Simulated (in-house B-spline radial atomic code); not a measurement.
Values are calculated unless marked as measured or tabulated.
# Se in an electron gas of r_s = 2.67: phase shifts, screening, friction and resistivity

A nucleus sits in a uniform electron gas with a rigid positive background. The Kohn-Sham equations are solved self-consistently in the spin-unpolarised LDA (PW92), non-relativistic, on B-splines with outgoing waves at the boundary and partial waves to l = 8. The model has no lattice, no bands and no magnetic solution. Atomic units; δ_l are the phase shifts at the Fermi level, counted so that each bound state adds π, and good to about 0.0005.

The density parameter is r_s = 2.67 bohr, near that of the valence electrons of Cu (1 per atom, density 8.96 g/cm³, mass 63.55 u, which gives r_s = 2.67).

```
l  δ_l (rad)
0    11.0281
1     8.3314
2     3.4265
3     0.0326
4     0.0029
5     0.0005
6     0.0001
7     0.0003
8     0.0002
```

Bound levels below the band bottom (hartree): p -51.14, s -7.184, p -5.19, d -1.649, s -0.3217 and deeper ones.

(1) Check the Friedel sum rule, and say where the screening charge sits.

(2) Find the transport cross section and the electronic stopping of a 5 keV Se ion (mass 78.97 u).

(3) What residual resistivity would 1 atomic per cent of such centres give in Cu?

(4) On a substitutional site the background of one host ion, a sphere holding 1 charge, is taken out. The phase shifts for l = 0 to 4 become 10.8969, 8.1094, 3.2903, 0.0204, 0.0022. What follows?

Results:

(1) k_F = (9π/4)^(1/3)/r_s = 0.71879. The rule is Z = (2/π) Σ (2l + 1) δ_l. The terms are s 7.021, p 15.912, d 10.907, f 0.145 and 0.026 beyond, in all 34.011 against Z = 34. Bound states hold 8 s, 12 p, 10 d electrons, so the scattering states carry 4.01 in all; where a term is smaller than its bound count, the bound level has drawn weight out of the band.

(2) σ_tr = (4π/k_F²) Σ (l + 1) sin²(δ_l − δ_(l+1)). The terms for l = 0 to 3 are 0.1852, 1.9268, 0.1870, 0.0035, all together 2.3025, so σ_tr = 24.323 × 2.3025 = 56.003 bohr². With n = 3/(4π r_s³) = 0.01254, the friction coefficient is Q = n k_F σ_tr = 0.5049. For v well below v_F = 0.719, dE/dx = Q v; with 24801 eV per u at v = 1, v = √(5000/(24801 × 78.97)) = 0.0505, so dE/dx = 0.02551 hartree/bohr = 13.1 eV/nm. The largest term couples the p and d waves.

(3) Δρ = k_F n_i σ_tr/n in atomic units of 21.74 μΩ·cm. With one host atom per 1 electron, n_i/n = 0.01/1, so Δρ = 0.7188 × 0.01000 × 56.003 × 21.74 = 8.75 μΩ·cm. This is an atom added to the gas, as on an interstitial site.

(4) The Friedel sum is now 33.01, for Z − 1 = 33. The sum in σ_tr is 2.1480, so σ_tr = 52.25 bohr² and Δρ = 8.16 μΩ·cm per atomic per cent, 0.93 times the value above. A real host ion scatters too, so this model doesn't give zero even for the host's own atom.
